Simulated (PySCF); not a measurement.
Computed shifts of a molecule C4H5ClSi, PBE/pcSseg-1 (PySCF), GIAO, gas phase, atoms alike by connectivity averaged where their shifts nearly agree, in ppm (number of nuclei): ¹³C: 162.0 (1), 161.5 (1), 135.7 (1), 122.9 (1). ²⁹Si: -41.2 (1). ¹H: 7.17 (1), 6.67 (1), 6.18 (1), 5.11 (2). References: ³⁵Cl against HCl (σ = 936.5 ppm); ¹³C against TMS (σ = 182.0 ppm); ²⁹Si against TMS (σ = 335.4 ppm); ¹H against TMS (σ = 31.49 ppm), references at their B3LYP-D3(BJ)/def2-TZVP geometries, non-relativistic (without spin–orbit terms, shifts of atoms bonded to Cl or Br come out too high). Geometry optimised at B3LYP-D3(BJ)/def2-SVP. Other conformers were not sampled.

Problem. Identify the compound among the candidates.
A. C#C[SiH2]C(=C)Cl
B. ClC1=C[SiH2]C=C1
C. C#C[SiH2]/C=C/Cl
D. C=C(Cl)C#C[SiH3]

Solution. B, ClC1=C[SiH2]C=C1
